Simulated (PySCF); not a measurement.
H10Si5.

```xyz
15

Si     0.6641     1.0213     1.5198
Si     1.9013    -0.4586     0.1731
Si     0.2676    -1.6783    -1.0241
Si    -1.7547    -0.4920    -0.7256
Si    -1.0807     1.6188     0.0634
H      0.0825     0.2684     2.6772
H      1.4648     2.1747     2.0342
H      2.8264    -1.3424     0.9478
H      2.7053     0.3500    -0.7984
H      0.1430    -3.0718    -0.4928
H      0.6318    -1.7515    -2.4740
H     -2.5500    -1.1624     0.3525
H     -2.5802    -0.4350    -1.9715
H     -0.5072     2.4119    -1.0710
H     -2.1823     2.4005     0.7049
```

The structure is a stationary point at PBE0-D3(BJ)/def2-SVP.

The numbers are results of B3LYP/pcSseg-1 (PySCF), not measurements. Non-relativistic, no solvent.

Computed absolute GIAO shielding of each atom: isotropic value and principal components (ppm):
| atom | σ(iso) | σ11 | σ22 | σ33 | span |
|---|---|---|---|---|---|
| Si1 | 443.3 | 427.4 | 447.9 | 454.5 | 27.1 |
| Si2 | 445.5 | 431.6 | 448.7 | 456.2 | 24.6 |
| Si3 | 449.2 | 439.0 | 447.5 | 461.0 | 22.0 |
| Si4 | 445.1 | 430.9 | 448.7 | 455.7 | 24.8 |
| Si5 | 443.3 | 427.4 | 447.8 | 454.8 | 27.4 |
| H6 | 28.1 | 25.0 | 25.6 | 33.7 | 8.7 |
| H7 | 27.7 | 24.1 | 24.9 | 34.3 | 10.2 |
| H8 | 27.8 | 24.0 | 25.1 | 34.2 | 10.2 |
| H9 | 28.0 | 24.8 | 25.3 | 33.9 | 9.1 |
| H10 | 27.9 | 24.2 | 25.3 | 34.2 | 10.0 |
| H11 | 27.9 | 24.2 | 25.3 | 34.2 | 9.9 |
| H12 | 28.0 | 24.9 | 25.3 | 33.9 | 9.0 |
| H13 | 27.8 | 24.0 | 25.1 | 34.2 | 10.3 |
| H14 | 28.1 | 25.0 | 25.6 | 33.7 | 8.7 |
| H15 | 27.7 | 24.1 | 24.8 | 34.3 | 10.2 |
